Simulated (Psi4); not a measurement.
CHN, charge +1, doublet (typed; the unrestricted solution is spin-contaminated), geometry from GFN2-xTB (a state made from the parent by changing its charge; the spin is typed, not shown lowest). Base run: MP2/def2-SVP in Psi4 1.11.

Here is a job for Psi4.
```
memory 2 GB

molecule mol {
1 2
C    -0.000000   -0.000000   -0.483127
N     0.000000    0.000000    0.641659
H    -0.000000   -0.000000   -1.592853
}

set {
  basis def2-svp
  reference uhf
  freeze_core true
}

energy('mp2')
print_variables()
```

The base run was repeated with changes; each row names its change, and settings that it needs were set with it.

```json
[
 {"change": "base", "basis functions": "33", "E (Eh)": "-92.56498", "MP2 correlation (Eh)": "-0.21777"},
 {"change": "basis = STO-3G", "basis functions": "11", "E (Eh)": "-91.36850", "MP2 correlation (Eh)": "-0.09990"},
 {"change": "basis = 3-21G", "basis functions": "20", "E (Eh)": "-92.05732", "MP2 correlation (Eh)": "-0.15369"},
 {"change": "basis = 6-31G", "basis functions": "20", "E (Eh)": "-92.52367", "MP2 correlation (Eh)": "-0.14809"},
 {"change": "basis = 6-31G*", "basis functions": "32", "E (Eh)": "-92.63571", "MP2 correlation (Eh)": "-0.21616"},
 {"change": "basis = 6-31+G*", "basis functions": "40", "E (Eh)": "-92.63688", "MP2 correlation (Eh)": "-0.21664"},
 {"change": "basis = 6-311++G**", "basis functions": "51", "E (Eh)": "-92.67385", "MP2 correlation (Eh)": "-0.23083"},
 {"change": "basis = aug-cc-pVDZ", "basis functions": "55", "E (Eh)": "-92.65113", "MP2 correlation (Eh)": "-0.22096"},
 {"change": "basis = 6-311+G(2d,p)", "basis functions": "60", "E (Eh)": "-92.68851", "MP2 correlation (Eh)": "-0.24205"},
 {"change": "basis = def2-TZVP", "basis functions": "68", "E (Eh)": "-92.71949", "MP2 correlation (Eh)": "-0.26256"},
 {"change": "basis = cc-pVTZ", "basis functions": "74", "E (Eh)": "-92.71920", "MP2 correlation (Eh)": "-0.26564"},
 {"change": "basis = def2-TZVPP", "basis functions": "76", "E (Eh)": "-92.72156", "MP2 correlation (Eh)": "-0.26426"},
 {"change": "basis = aug-cc-pVTZ", "basis functions": "115", "E (Eh)": "-92.72317", "MP2 correlation (Eh)": "-0.26880"}
]
```

Totals compare only among sets that treat the same electrons; sets with core potentials leave the core out.

Open shells are given as the SCF converged; they aren't shown to be the lowest states, and a large step between rows can be another state.
